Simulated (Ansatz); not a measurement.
`C[N]([GeH3])[SiH2][SiH3]`. The species carries charge 0 and has multiplicity 1.

```xyz
16

C    -1.0216    0.5539   -1.9188
N    -0.2856    0.3364   -0.6798
Ge    0.1903    1.8567    0.2395
Si   -0.2717   -1.2616   -0.0348
Si    1.1483   -1.4868    1.8145
H    -0.5747    1.3652   -2.5037
H    -2.0773    0.8037   -1.7507
H    -0.9910   -0.3442   -2.5445
H     1.1061    1.4411    1.3988
H    -1.0545    2.5902    0.7827
H     0.9203    2.7825   -0.7510
H    -1.6315   -1.7338    0.3795
H     0.1681   -2.2023   -1.1085
H     0.6374   -0.7544    3.0047
H     1.2108   -2.9361    2.1533
H     2.5266   -1.0103    1.5190
```

(1) What are the harmonic wavenumbers in cm⁻¹ at PBE0-D4/def2-TZVP (Ansatz, finite differences of forces, unscaled)? (Best estimate.)

(2) Is this a minimum?

(3) Give the ideal-gas thermochemistry at 298.15 K and 1 bar (rigid rotor, harmonic oscillator; point group C1, symmetry number 1).

(4) And at 400, 500, 600, 800 and 1000 K?

## Answers

(1) The calculation gave: 42, 77, 98, 135, 160, 178, 218, 243, 361, 401, 493, 524, 605, 612, 625, 722, 794, 853, 862, 885, 893, 932, 939, 942, 970, 1127, 1141, 1210, 1458, 1486, 1502, 2122, 2143, 2153, 2174, 2179, 2210, 2220, 2224, 3001, 3059, 3086.

(2) Yes, all 42 modes are real.

(3) Zero-point energy 287.5 kJ/mol; H(298) − E = 317.1 kJ/mol; entropy 422.9 J/(mol·K), of which translation 172.6, rotation 122.5, vibration 127.9; G(298) − E = 191.0 kJ/mol. Modes under 100 cm⁻¹ are hindered rotations or soft bends, so the harmonic entropy is rough.

(4) 
```json
{"T (K)": "400", "H − E (kJ/mol)": "335.1", "S (J/mol/K)": "474.4", "G − E (kJ/mol)": "145.3"}
{"T (K)": "500", "H − E (kJ/mol)": "355.7", "S (J/mol/K)": "520.4", "G − E (kJ/mol)": "95.5"}
{"T (K)": "600", "H − E (kJ/mol)": "378.8", "S (J/mol/K)": "562.5", "G − E (kJ/mol)": "41.3"}
{"T (K)": "800", "H − E (kJ/mol)": "431.0", "S (J/mol/K)": "637.2", "G − E (kJ/mol)": "-78.8"}
{"T (K)": "1000", "H − E (kJ/mol)": "489.1", "S (J/mol/K)": "701.9", "G − E (kJ/mol)": "-212.9"}
```
